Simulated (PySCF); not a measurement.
A PySCF script (with the pyscf-properties extension) for the NMR shieldings of SMILES C(B(C)C)C#CCB(O)O, C₆H₁₂B₂O₂, on a GFN2-xTB geometry:

```python
import basis_set_exchange as bse
import numpy as np
from pyscf import gto, dft
from pyscf.prop import nmr

atoms = """
C    -1.689958   -1.018622   -0.627050
B    -2.007721    0.404080   -0.029537
C    -3.287582    1.188796   -0.512626
C    -1.076682    1.056316    1.079441
C     0.283654    0.551699    1.113204
C     1.404916    0.125103    1.141995
C     2.750000   -0.406866    1.029651
B     3.128203   -0.702117   -0.507656
O     2.252480   -0.489543   -1.524583
O     4.356189   -1.180727   -0.795536
H    -2.370548   -1.748127   -0.186170
H    -0.679625   -1.367102   -0.424196
H    -1.861178   -1.067682   -1.700862
H    -4.143399    0.537791   -0.680661
H    -3.597859    1.989950    0.154924
H    -3.070536    1.651031   -1.476838
H    -1.544421    0.849881    2.050754
H    -1.044923    2.147344    0.993536
H     2.824126   -1.325878    1.616973
H     3.460927    0.299403    1.465745
H     1.398458   -0.146300   -1.252709
H     4.505068   -1.329044   -1.730218
"""
names = dict.fromkeys(["C", "B", "O", "H"], "pcSseg-1")
basis = {el: gto.basis.parse(bse.get_basis(n, elements=[el], fmt="nwchem")) for el, n in names.items()}
mol = gto.M(atom=atoms, basis=basis, charge=0, verbose=0)
mf = dft.RKS(mol, xc="PBE0")
mf.grids.level = 2
mf.grids.alignment = dft.numint.BLKSIZE   # the property module wants whole blocks of grid points
mf.conv_tol = 1e-9
mf.kernel()

calc = nmr.RKS(mf)   # GIAO
C = mf.mo_coeff
Co = C[:, mf.mo_occ > 0]
resp = mf.gen_response(singlet=True, hermi=2)
def vind(x):   # induced exchange potential for any number of trial vectors
    d = np.einsum("pi,xij,qj->xpq", C, 2 * x.reshape(-1, C.shape[1], Co.shape[1]), Co, optimize=True)
    return np.einsum("xpq,pi,qj->xij", resp(d - d.transpose(0, 2, 1)), C, Co, optimize=True).ravel()
mo1, _ = nmr.rhf.solve_mo1(calc, with_cphf=vind)
sigma = calc.kernel(mo1)
for i, s in enumerate(sigma):   # ppm
    print("%2d %-2s %9.2f" % (i, mol.atom_pure_symbol(i), np.trace(s) / 3))
```

Task: What does it print?

Result: 
```
 0 C     173.73
 1 B      11.10
 2 C     172.28
 3 C     164.06
 4 C     100.02
 5 C     100.42
 6 C     180.35
 7 B      71.78
 8 O     201.06
 9 O     223.36
10 H      31.14
11 H      29.87
12 H      30.77
13 H      30.67
14 H      30.86
15 H      31.11
16 H      29.57
17 H      29.07
18 H      29.81
19 H      29.87
20 H      26.06
21 H      27.49
```

These numbers come from an equivalent density-fitted implementation of the same equations, which agrees with the script to about 0.01 ppm for H and up to a few tenths of a ppm for heavy atoms, so last digits may differ.

Size and cost of the density-fitted run: 230 basis functions, 100 s wall time on 1 thread of an Arm Neoverse N1, shared host; peak memory 1.1 GiB.
